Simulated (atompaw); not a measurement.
# What one change does to a pseudopotential (hafnium (Hf), PAW (atompaw))

Hf (Z = 72), PAW, made with atompaw 4.2.0.5 (PBE, scalar-relativistic). Core [Kr] 4d10 4f14 5s2, reference 5p6 5d2 6s1 6p0 (charge +1). Waves: 6s (bound): rc 2.35 bohr; 6s channel at 1.15 Ry: rc 2.45 bohr; 5p (bound): rc 2.00 bohr; 6p (bound, empty): rc 2.45 bohr; 5d (bound): rc 2.45 bohr; 5d channel at 2.45 Ry: rc 2.10 bohr. Local part: bessel scheme, radius 2.05 bohr. Core correction: smooth core density matched at 1.50 bohr. Augmentation charge: sinc compensation charge, radius 2.15 bohr; PAW radius 2.45 bohr; waves and projectors: custom polynom vanderbiltortho.

Change: wave 6s channel at 1.15 Ry: rc 2.45 bohr becomes 6s channel at 1.15 Ry: rc 2.36 bohr.

Cutoffs: the cutoffs (Ry, on a coarse ladder) from which the occupation-weighted sum of valence levels, in a spherical-Bessel basis at the reference potential, stays within 10 and 1 mRy of its value at 400 Ry; they do not see the model core or the augmentation charge, which bear on the density cutoff.

Question: What does the change do?

Answer: The potential gets neither clearly harder nor softer (21 Ry and 35 Ry → 21 Ry and 35 Ry); both files keep a bound ghost (s); the range in which the s phases agree widens (upper end -0.6 → at the end of the scan).

```tsv
quantity	base	changed
cutoff, loose	21 Ry	21 Ry
cutoff, tight	35 Ry	35 Ry
loose cutoff by channel (10 mRy a level)	s 6 Ry, p 15 Ry, d 12 Ry	s 8 Ry, p 15 Ry, d 12 Ry
bound ghosts	s	s
s: phases at 2.46 bohr within 0.05 rad from the reference energy up to (Ry; the scan ends near 5)	-0.6	to the end of the scan
p: phases at 2.46 bohr within 0.05 rad from the reference energy up to (Ry; the scan ends near 5)	to the end of the scan	to the end of the scan
d: phases at 2.46 bohr within 0.05 rad from the reference energy up to (Ry; the scan ends near 5)	to the end of the scan	to the end of the scan
lowest overlap eigenvalue by channel	s 0.17, p 0.66, d 1.00	s 0.33, p 0.66, d 1.00
```

 A true bound ghost makes a file unfit for plane-wave use even where its test errors are small: the radial tests pick states by their node count and pass the ghost by. The cutoffs see the waves, projectors and local potential, not the compensation charge or the core.
